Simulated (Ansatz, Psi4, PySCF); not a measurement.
C4H3S (SMILES [c-]1cccs1), charge -1, singlet, geometry from GFN2-xTB, atoms displaced at random by about 0.03 Å a coordinate. Base run: HF/6-31G, gradient in PySCF.

The PySCF input:
```python
from pyscf import gto, scf

mol = gto.Mole()
mol.atom = '''
    S     0.02048594    0.06795645    1.16077959
    C    -0.04693199    1.39088930   -0.02594248
    C    -0.00311418   -1.25707683   -0.04827393
    C    -0.01101973    0.75089328   -1.19952957
    C    -0.01816466   -0.56133053   -1.25647631
    H     0.03185692   -2.24302764    0.30471278
    H    -0.04072373    1.26366552   -2.11888809
    H    -0.00933593   -1.29245235   -2.15182106
'''
mol.basis = '6-31g'
mol.charge = -1
mol.verbose = 3
mol.build()

mf = scf.RHF(mol)
mf.kernel()
g = mf.nuc_grad_method()
grad = g.kernel()
```

Programs used: Ansatz (a quantum-chemistry and plane-wave program), Psi4, PySCF; a row that names a program was run with it.

The coordinate followed is x of atom 6.

Each row names what was changed in the base input (with any setting that the change needs).

```csv
change,dE/dx (Eh/bohr),net force (Eh/bohr)
base,0.000273,0.000000
finite difference step (bohr) = 0.05; conv_tol = 1e-11,0.000281,-
finite difference step (bohr) = 0.01; conv_tol = 1e-11,0.000273,-
finite difference step (bohr) = 0.2; conv_tol = 1e-11,0.000404,-
finite difference step (bohr) = 1e-3; conv_tol = 1e-11,0.000273,-
conv_tol = 1e-4,0.000286,0.000000
code = ansatz,0.000273,0.000000
conv_tol = 1e-6,0.000274,0.000000
code = psi4,0.000266,0.000000
conv_tol = 1e-11,0.000273,0.000000
density fitting = on; auxbasis_response = off,0.000273,0.000964
finite difference step (bohr) = 1e-4; conv_tol = 1e-11,0.000273,-
```

The net force is zero for an exact gradient.
